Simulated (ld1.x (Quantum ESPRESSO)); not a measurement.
**What the settings do to the TM potential of beryllium**

Base potential:

```
Element                 : beryllium
Generator               : ld1.x (Quantum ESPRESSO) 7.5
Type                    : norm-conserving Troullier–Martins (Kleinman–Bylander form)
Functional              : PBEsol
Relativity              : scalar-relativistic
Frozen core             : none
Valence charge          : 4
Reference configuration : 1s2 2s1 2p0 (charge +1)
Partial waves           : 1s (bound): rc 0.40 bohr; 2p (bound, empty): rc 3.60 bohr
Local potential         : the p channel
Core correction         : none
```

Occupied shells without a wave of their own: 2s. They enter only through the test configuration that unscreens the potential.

Cutoffs, loose and tight: the cutoffs (Ry, on a coarse ladder) from which the occupation-weighted sum of valence levels, in a spherical-Bessel basis at the reference potential, stays within 10 and 1 mRy of its value at 400 Ry. They do not see the model core or the augmentation charge, which bear on the density cutoff. Test errors are all-electron minus pseudo excitation energies from the reference, over the configurations 1s2 2s2 2p0; 1s2 2s0 2p0; 1s2 2s1.5 2p0; 1s2 2s0 2p2; 1s2 2s1 2p1; 1s2 2s0 2p1; 1s1 2s2 2p0. A dash means not determined; rows that change the core or the reference have their own tests.

Cutoffs are not given where the Bessel-basis levels miss the radial ones by over 6 mRy, ghosts where they miss by over 20 mRy; a channel whose overlap is not positive is not tested.

| change | outcome | cutoff, loose | cutoff, tight | bound ghosts | largest test error (meV) |
| --- | --- | --- | --- | --- | --- |
| base | generated, misses its reference levels by 1.06 eV | – | – | none | -1207 |
| all radii scaled by about 0.75 (s 0.30, p 2.70 bohr) | generated, misses its reference levels by 0.82 eV | – | – | not determined | -1034 |
| all radii scaled by about 0.83 (s 0.34, p 3.00 bohr) | generated, misses its reference levels by 0.93 eV | – | – | not determined | -1135 |
| all radii scaled by about 0.94 (s 0.38, p 3.40 bohr) | generated, misses its reference levels by 1.03 eV | – | – | none | -1204 |
| all radii scaled by about 1.04 (s 0.42, p 3.76 bohr) | generated, misses its reference levels by 1.07 eV | over 300 Ry | over 300 Ry | none | -1201 |
| all radii scaled by about 1.09 (s 0.44, p 3.92 bohr) | generated, misses its reference levels by 1.08 eV | over 300 Ry | over 300 Ry | none | -1180 |
| all radii scaled by about 1.22 (s 0.48, p 4.40 bohr) | generated, misses its reference levels by 1.06 eV | over 300 Ry | over 300 Ry | none | -1070 |
| all radii scaled by about 1.27 (s 0.50, p 4.58 bohr) | generated, misses its reference levels by 1.04 eV | 300 Ry | over 300 Ry | none | -1055 |
| all radii scaled by about 1.39 (s 0.56, p 4.98 bohr) | generated, misses its reference levels by 0.97 eV | 260 Ry | over 300 Ry | none | -984 |

Reading the sweep of the scale of all radii (base = 1) (base included, trends over the rows without a ghost): The median size of the test errors (rows with all tests solved) stays near 833.0 meV.
